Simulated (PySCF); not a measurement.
## Charge on either side of a bond

Compound: C4H9O2PSi.
Numbering: `[CH3:1][O:2][C@@H:3]1[C:4](=[O:5])[CH2:6][Si@@H:7]1[PH2:8]` (hydrogens: H9, H10, H11 on C1; H12 on C3; H13, H14 on C6; H15 on Si7; H16, H17 on P8)

Structure used (GFN2-xTB), in Å, numbered top down from 1:
```
atom  x, y, z in Å
C1    -1.8646   -0.9769   -0.6496
O2    -0.6184   -0.9184    0.0011
C3    -0.5405    0.0501    1.0310
C4    -0.5874    1.4855    0.5580
O5    -1.3996    2.3218    0.8546
C6     0.7733    1.6757   -0.0537
Si7    1.3782    0.2603    1.0983
P8     2.0321   -1.4982   -0.0915
H9    -1.7907   -1.7692   -1.3925
H10   -2.6635   -1.2121    0.0628
H11   -2.1031   -0.0282   -1.1430
H12   -1.2439   -0.1740    1.8390
H13    0.7843    1.3601   -1.0955
H14    1.1317    2.6995    0.0022
H15    1.8957    0.7718    2.3720
H16    1.5074   -2.4390    0.7796
H17    3.3022   -1.5967    0.4668
```

Atomic charges (e) from the PBE0/pcSseg-1 density (PySCF):

```csv
atom,Mulliken,IAO,Hirshfeld,ESP-fitted
C1,-0.0155,-0.2027,-0.0375,-0.2706
O2,-0.5362,-0.3881,-0.1094,-0.1182
C3,-0.1668,-0.2237,-0.0602,-0.3330
C4,+0.2210,+0.3620,+0.1408,+0.5706
O5,-0.3342,-0.4001,-0.2396,-0.4889
C6,-0.4610,-0.5911,-0.1769,-0.2451
Si7,+0.5612,+0.6912,+0.3082,+0.3713
P8,-0.1391,-0.0336,-0.0003,-0.3066
H9,+0.1254,+0.1603,+0.0531,+0.1357
H10,+0.0985,+0.1312,+0.0428,+0.1312
H11,+0.1089,+0.1307,+0.0397,+0.1240
H12,+0.1169,+0.1343,+0.0328,+0.1454
H13,+0.1809,+0.1790,+0.0508,+0.0842
H14,+0.1526,+0.1660,+0.0456,+0.0674
H15,-0.0241,-0.0982,-0.0615,-0.0692
H16,+0.0697,+0.0080,-0.0054,+0.1113
H17,+0.0419,-0.0251,-0.0231,+0.0904
```

Q: Cut each of the bonds C1–O2, O2–C3 and P8–Si7 in turn and sum the charges on the side of the atom named first.

A: In e; the other side holds the opposite charge:

| bond cut | piece | atoms | Mulliken | IAO | Hirshfeld | ESP-fitted |
| --- | --- | --- | --- | --- | --- | --- |
| C1–O2 | CH3 | 4 | +0.317 | +0.220 | +0.098 | +0.120 |
| O2–C3 | CH3O | 5 | -0.219 | -0.169 | -0.011 | +0.002 |
| P8–Si7 | PH2 | 3 | -0.028 | -0.051 | -0.029 | -0.105 |

Extremes among these pieces. Mulliken: lowest CH3O at O2, highest CH3 at C1; IAO: lowest CH3O at O2, highest CH3 at C1; Hirshfeld: lowest PH2 at P8, highest CH3 at C1; ESP-fitted: lowest PH2 at P8, highest CH3 at C1.

Q: Do the schemes agree better on the pieces than on the single atoms at the cuts?

A: The spread between schemes averages 0.173 e for the pieces and 0.329 e for the atoms named first; it is smaller for the piece at 3 of the 3 cuts. On average they agree better on the pieces.

Isolated species at its GFN2-xTB geometry (one conformer only).
